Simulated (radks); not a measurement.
The numbers below are computed, except where a source is named.
Question: These are the eigenvalues of the occupied orbitals of an atom or ion with whole-number occupations (hartree). Code: a radial shooting solver on a logarithmic mesh with Libxc functionals. Model: Dirac Kohn-Sham, PBE, spin-unpolarised, spherical densities, finite nucleus; Fermi nuclear charge, rms radius of each element as measured or else 0.836 A^(1/3) + 0.57 fm.

orbital  eigenvalue
1s1/2     -3391.731
2s1/2     -664.6422
2p1/2     -641.5041
2p3/2     -556.2755
3s1/2     -210.6119
3p1/2     -200.2742
3p3/2     -180.8091
3d3/2     -164.0147
3d5/2     -159.8743
4s1/2     -92.48552
4p1/2     -87.94609
4p3/2     -81.95509
4d3/2     -74.71624
4d5/2     -73.46679

Which element is it, and in what charge state? The configuration may be excited. Open shells, if any, fill j = l - 1/2 first.

Answer: Z = 83, bismuth, charge +41: Bi41+ in [Kr] 4d6. The list shows which subshells hold electrons but not how many an open one holds; the 1s level, -3391.7 hartree, gives Z - s = 82.4 by -(Z - s)^2/2, which with screening and relativity narrows Z to a few neighbours, and the depths of the outer levels then fix element, charge and occupations together.
